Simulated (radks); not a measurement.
Task: Dipole-allowed excitations along the series with 12 electrons in [Ne] 3s2. Calculated with a radial shooting solver on a logarithmic mesh with Libxc functionals: scalar-relativistic Kohn-Sham, LB94 model potential, spin-unpolarised, spherical densities, finite nucleus; Fermi nuclear charge, rms radius of each element as measured or else 0.836 A^(1/3) + 0.57 fm. Time-dependent linear response with the Hartree and adiabatic LDA kernel, continuum included through the Sternheimer equations, no spin-orbit coupling, so fine structure and intercombination lines are absent. Lines are the poles of the dipole polarisability below minus the highest occupied eigenvalue, found on a grid refined at the orbital gaps; the lowest seven at most are given, and weak or close lines can be missed. The first line takes the name of the lowest orbital gap if no other gap lies below it; otherwise a line is named after a gap within 0.6 % of it, if that gap stands alone.

| species | -e(HOMO) (eV) | lowest orbital gap (eV) | first line (eV) | f | static alpha (bohr^3) |
|---|---|---|---|---|---|
| Fe14+ | 458.04 | 3s-3p 34.703 | 43.442 (3s-3p) | 0.747 | 0.3072 |
| Co15+ | 513.69 | 3s-3p 37.174 | 46.416 (3s-3p) | 0.720 | 0.2593 |
| Ni16+ | 572.49 | 3s-3p 39.711 | 49.457 (3s-3p) | 0.696 | 0.2207 |
| Cu17+ | 634.45 | 3s-3p 42.322 | 52.575 (3s-3p) | 0.675 | 0.1892 |
| Zn18+ | 699.59 | 3s-3p 45.012 | 55.773 (3s-3p) | 0.656 | 0.1632 |

Estimate the first line of Mn13+, its oscillator strength and the static polarisability.

Result: 40.530 eV (3s-3p), f = 0.776, alpha = 0.3672 bohr^3.
